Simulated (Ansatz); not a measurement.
Cost and result up the ladder for `c1ccc2c(c1)oc1c3ccccc3oc21` (24 atoms). Charge 0, multiplicity 1. Geometry: PBE0-D4/def2-SVP.

```tsv
atom	x (Å)	y (Å)	z (Å)
C1	1.371	2.905	2.819
C2	1.369	1.689	3.521
C3	0.975	0.504	2.913
C4	0.575	0.547	1.571
C5	0.584	1.790	0.881
C6	0.977	2.974	1.485
O7	0.169	1.670	-0.416
C8	-0.110	0.357	-0.571
C9	-0.575	-0.547	-1.571
C10	-0.975	-0.503	-2.913
C11	-1.370	-1.689	-3.521
C12	-1.371	-2.905	-2.819
C13	-0.977	-2.974	-1.485
C14	-0.584	-1.790	-0.881
O15	-0.169	-1.670	0.416
C16	0.111	-0.357	0.571
H17	1.687	3.818	3.329
H18	1.685	1.677	4.567
H19	0.974	-0.440	3.461
H20	0.974	3.913	0.928
H21	-0.974	0.440	-3.461
H22	-1.684	-1.677	-4.567
H23	-1.688	-3.818	-3.328
H24	-0.974	-3.913	-0.928
```

Ansatz on 4 threads of Arm Neoverse V1 on a shared host. Times are rough, and most runs start from the orbitals of an earlier one. PBE0-D4/def2-TZVP serves as the yardstick here, not as an exact answer. Differences are given only for rows in sets of like size (and for xTB, whose basis is part of the method), since another set adds its own error. Binding counts from free atoms at the same level (C triplet, O triplet, H doublet; other spins of the atoms weren't run), without zero-point energy or a counterpoise term.

B3LYP takes the VWN-RPA correlation. Correlated methods freeze 16 core orbitals. The rows differ in basis, and correlated rows in double-zeta sets carry the largest basis error.

Run but left out: HF/STO-3G, HF/6-31G (restricted singlet, unstable in another Hartree–Fock run and untested here).

Correlated methods converge slowly with the basis, most of all in double-zeta sets.

| level | functions | wall time | binding energy per atom (eV) | difference from PBE0-D4/def2-TZVP (eV) | remarks |
| --- | --- | --- | --- | --- | --- |
| PBE-D4/def2-SVP | 264 | 5.5 s | 5.81 | – | – |
| B3LYP-D4/6-31G | 160 | 5.5 s | 5.28 | – | – |
| PBE0-D4/def2-SVP | 264 | 11 s | 5.66 | – | – |
| PBE-D4/def2-TZVP | 544 | 14 s | 5.71 | 0.15 | – |
| MP2/def2-SVP | 264 | 18 s | 5.41 | – | restricted SCF unstable |
| r2SCAN-D4/def2-TZVP (with forces) | 544 | 31 s | 5.50 | -0.06 | – |
| PBE0-D4/def2-TZVP (with forces) | 544 | 58 s | 5.56 | 0.00 | – |
